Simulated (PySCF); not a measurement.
(1Z,3Z)-1,4-dichlorobuta-1,3-diene (C4H4Cl2), SMILES C(=C/C=C\Cl)/Cl. Atoms are numbered in the order given.

```xyz
10

Cl     0.2780    -2.8643     0.0000
C     -0.9313    -1.6146     0.0000
C     -0.6597    -0.2980     0.0000
C      0.6597     0.2980     0.0000
C      0.9313     1.6146     0.0000
Cl    -0.2780     2.8643     0.0000
H     -1.9500    -2.0048     0.0000
H     -1.5183     0.3792     0.0000
H      1.5183    -0.3792     0.0000
H      1.9500     2.0048     0.0000
```

Coordinates come from a B3LYP-D3(BJ)/def2-SVP optimisation. The values are those of a single conformer.

Two levels are set side by side: PBE/pcSseg-1 (PySCF) and PBE0/pcSseg-1 (PySCF). GIAO shifts against HCl (³⁵Cl), TMS (¹H), TMS (¹³C) at the same level; non-relativistic, no solvent, atoms listed together averaged. Without spin–orbit terms, shifts of atoms bonded to Cl or Br come out too high at both levels. Differences are taken from unrounded values.

| quantity | PBE0 |
|---|---|
| δ(³⁵Cl) of Cl1, Cl6 (ppm) | 207.4 |
| δ(¹³C) of C2, C5 (ppm) | 139.1 |
| δ(¹³C) of C3, C4 (ppm) | 132.9 |
| δ(¹H) of H7, H10 (ppm) | 6.47 |
| δ(¹H) of H8, H9 (ppm) | 7.13 |

Question: What does PBE give, and how far is it from PBE0? (The exact figures need the calculation; the answer reports its results.)

Answer: 
```tsv
quantity	PBE	PBE minus PBE0
δ(³⁵Cl) of Cl1, Cl6 (ppm)	240.1	32.7
δ(¹³C) of C2, C5 (ppm)	137.9	-1.3
δ(¹³C) of C3, C4 (ppm)	131.0	-2.0
δ(¹H) of H7, H10 (ppm)	6.42	-0.05
δ(¹H) of H8, H9 (ppm)	7.07	-0.06
```

Rough cost on one machine, each run with all the roots and properties that it gave: PBE0 against PBE within a factor of 2.
